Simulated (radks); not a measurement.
Spherical quantum dot in the effective-mass picture: electrons in a parabolic well V = omega^2 r^2 / 2 with omega = 4.92, with a point charge +2 (a donor) at the centre, all in effective atomic units (hartree* = m*/eps^2 hartree, bohr* = eps/m* bohr), one dielectric constant everywhere. Method: non-relativistic Kohn-Sham, PBEsol, spin-polarised, spherical densities; computed with a radial shooting solver with Libxc functionals. Levels are named by radial order and angular momentum (1s, 1p, 1d, 2s, ...), and open shells are averaged over m.

N = 3, configuration 1s2 1p(up 1, down 0). This is the lowest configuration that the search found. Occupied and some empty levels:

| level | occupation | eigenvalue (hartree*) | <r> (bohr*) |
|---|---|---|---|
| 1s up | 1 | 5.9534 | 0.4363 |
| 1s down | 1 | 6.1144 | 0.4331 |
| 1p up | 1 | 12.301 | 0.6558 |
| 1p down | 0 | 12.533 | 0.6562 |
| 2s up | 0 | 16.182 | 0.7338 |
| 2s down | 0 | 16.334 | 0.7372 |
| 1d up | 0 | 17.528 | 0.8035 |
| 1d down | 0 | 17.747 | 0.8062 |
| 1f up | 0 | 22.565 | 0.9248 |
| 1f down | 0 | 22.752 | 0.9277 |

Energy (hartree*): total 17.2518, kinetic 16.783, external -4.5817, Hartree 8.0121, exchange-correlation -2.9621.

Electron density:

| r (bohr*) | n(r) (e/bohr*^3) |
|---|---|
| 0.0224 | 12.02 |
| 0.0787 | 9.557 |
| 0.135 | 7.583 |
| 0.191 | 6.002 |
| 0.247 | 4.739 |
| 0.304 | 3.731 |
| 0.360 | 2.922 |
| 0.416 | 2.272 |
| 0.472 | 1.748 |
| 0.529 | 1.327 |
| 0.585 | 0.9915 |
| 0.641 | 0.7262 |
| 0.698 | 0.5203 |
| 0.754 | 0.3640 |
| 0.810 | 0.2480 |
| 0.866 | 0.1644 |
| 0.923 | 0.1060 |
| 0.979 | 0.06633 |
| 1.03 | 0.04038 |
| 1.09 | 0.02388 |
